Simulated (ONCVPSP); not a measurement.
**Building the ONCV potential for oxygen (O) (PBEsol, scalar-relativistic).**

oxygen, optimised norm-conserving Vanderbilt (ONCV), made with ONCVPSP 4.0.1 (PBEsol, scalar-relativistic). Core [He], reference 2s1 2p5. Waves: 2s: rc 0.75 bohr, ncon 3, nbas 8, qcut 10.2 1/bohr, 2 projectors, debl 3.2 Ha; 2p: rc 1.10 bohr, ncon 5, nbas 8, qcut 15.8 1/bohr, 2 projectors, debl 1.5 Ha; d scattering state at 0.03 Ha: rc 1.15 bohr, ncon 4, nbas 7, qcut 8.3 1/bohr, 2 projectors, debl 3.1 Ha. Local part: polynomial inside 0.65 bohr (lpopt 5, dvloc0 -1 Ha). Core correction: none.

All-electron outer shells of the reference configuration (PBEsol, scalar-relativistic, ld1.x):

```
shell  level (eV)  outermost node (bohr)  outermost maximum (bohr)
   1s     -513.46                      –                      0.13
   2s      -24.27                   0.28                      0.87
   2p       -9.40                      –                      0.82
```

Results:

```json
{"Cutoffs needed": "63 Ha and 78 Ha (the cutoffs (Ha) at which the residual kinetic energy of the hardest occupied pseudo-wave falls to 1 and 0.1 mHa per electron)", "Ghost test": "no bound ghost flagged; no localised positive-energy state flagged", "Largest excitation error": "+525 meV (all-electron minus pseudo) for 2s2 2p0, out of 4 test configurations"}
```

Generation and tests took about 2.9 s on one core of a shared server CPU.
